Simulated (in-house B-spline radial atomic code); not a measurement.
**RPBE excitations of neutral cadmium**

Method: RPBE. Computed with a B-spline radial code for spherical atoms: linear response of the closed shell [Kr] 4d10 5s2 with the functional's adiabatic kernel; scalar-relativistic (spin-free one-electron X2C), finite nucleus, no spin-orbit coupling, no double excitations, S, P, D and F terms only; shells from n = 3 respond. Only terms of natural parity with L up to 3 were computed.

Command:
```bash
python run_td.py task.json out
```
Settings (radii: box in bohr, nucleus in fm):
```
Z                        48
electrons                48
configuration            [Kr] 4d10 5s2
hamiltonian              x2c
method                   rpbe,pbe
box_radius               75
rms_radius               4.6087
intervals                77
```

Run time, properties included: 3.7 s on 1 thread of Arm Neoverse N1 (shared host).

The lowest states, in the order of their Tamm-Dancoff energies; the method's threshold (minus the highest occupied level) is 5.542 eV. Labels give the largest channel, * marks a mixed state, and oscillator strengths are full-response dipole values. Measured ¹D terms are left out, since they can mix with doubly excited terms. Semilocal kernels can invert the small singlet-triplet splittings of Rydberg terms. Energies in eV:

```tsv
state	full response	Tamm-Dancoff	oscillator strength	measured (J-weighted term)
5s → 5p 3P	?	?	-	?
5s → 5p 1P	?	?	?	?
5s → 6s 3S	5.348	5.353	-	6.383
```

Q: Where does 5s → 5p 1P lie?

A: At 5.015 eV in full response, 5.154 eV in Tamm-Dancoff, oscillator strength 1.19; measured 5.417 eV.

Q: Where does 5s → 5p 3P lie?

A: At 3.655 eV in full response, 3.761 eV in Tamm-Dancoff; measured 3.874 eV.

Q: How large is the singlet-triplet splitting of 5s → 5p (P terms) in Tamm-Dancoff?

A: 1.39 eV, from the unrounded values.

Q: What polarisabilities and dispersion coefficient does the method give?

A: Dipole 49.35 bohr³, quadrupole 485.7 bohr⁵, C6 448.9 hartree·bohr⁶ for two such species. Recommended dipole value: 46 ± 2 bohr³ (Schwerdtfeger and Nagle, table of static dipole polarizabilities (2023 update)), which includes relativity and correlation.
